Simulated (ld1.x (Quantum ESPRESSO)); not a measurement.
**What the settings do to the RRKJ potential of zirconium**

Base potential:

- Element: Zr
- Generator: ld1.x (Quantum ESPRESSO) 7.5
- Type: norm-conserving RRKJ (Kleinman–Bylander form)
- Functional: PBE
- Relativity: scalar-relativistic
- Frozen core: [Ar] 3d10 4s2
- Valence charge: 10
- Reference configuration: 4p6 4d2 5s2 5p0
- Partial waves: 4p (bound): rc 2.25 bohr; 4d (bound): rc 2.60 bohr; 5s (bound): rc 3.00 bohr
- Local potential: the s channel
- Core correction: a·sin(br)/r model core inside 1.65 bohr
- rho0: 0.01

All-electron outer shells of the reference configuration (PBE, scalar-relativistic, ld1.x):

| shell | level (eV) | outermost node (bohr) | outermost maximum (bohr) |
| --- | --- | --- | --- |
| 3d | -174.71 | – | 0.35 |
| 4s | -54.50 | 0.55 | 1.08 |
| 4p | -32.46 | 0.56 | 1.17 |
| 5s | -4.44 | 1.47 | 3.15 |
| 4d | -3.60 | 0.58 | 1.59 |
| 5p | -1.47 | 1.70 | 4.15 |

Cutoffs, loose and tight: the cutoffs (Ry, on a coarse ladder) from which the occupation-weighted sum of valence levels, in a spherical-Bessel basis at the reference potential, stays within 10 and 1 mRy of its value at 400 Ry. They do not see the model core or the augmentation charge, which bear on the density cutoff. Test errors are all-electron minus pseudo excitation energies from the reference, over the configurations 4p6 4d2 5s1 5p0; 4p6 4d2 5s0 5p0; 4p6 4d1 5s0 5p0; 4p6 4d2 5s1.5 5p0; 4p6 4d2 5s0 5p2; 4p6 4d2 5s1 5p1; 4p6 4d2.5 5s1.5 5p0. A dash means not determined; rows that change the core or the reference have their own tests.

```tsv
change	outcome	cutoff, loose	cutoff, tight	bound ghosts	largest test error (meV)
base	generated	21 Ry	25 Ry	none	-1116
fully relativistic	generated	21 Ry	25 Ry	none	-1118
wave 4p (bound): rc 2.25 bohr becomes 4p (bound): rc 2.20 bohr	generated	21 Ry	25 Ry	none	-1115
wave 5s (bound): rc 3.00 bohr becomes 5s (bound): rc 2.94 bohr	generated	21 Ry	25 Ry	none	-1116
wave 4d (bound): rc 2.60 bohr becomes 4d (bound): rc 3.68 bohr	generated	21 Ry	25 Ry	none	-1131
core correction none	generated	21 Ry	25 Ry	none	-1107
reference 4p6 4d2 5s0 5p0	generated	21 Ry	25 Ry	none	-1068
core correction a·sin(br)/r model core inside 1.62 bohr	generated	21 Ry	25 Ry	none	-1116
wave 5s (bound): rc 3.00 bohr becomes 5s (bound): rc 3.28 bohr	generated	21 Ry	25 Ry	none	-1113
wave 5s (bound): rc 3.00 bohr becomes 5s (bound): rc 2.40 bohr	generated	21 Ry	25 Ry	none	-988
```

Q: What comes out with this change to the base: type TM semilocal; local potential the d channel; rho0 0?

A: outcome: generated; cutoff, loose: 25 Ry; cutoff, tight: 35 Ry; bound ghosts: none; largest test error (meV): +175.

Q: What comes out with this change to the base: all radii but the core radius scaled by about 1.35 (s 4.04, p 3.02, d 3.50 bohr)?

A: outcome: generated; cutoff, loose: 15 Ry; cutoff, tight: 18 Ry; bound ghosts: none; largest test error (meV): -1247.
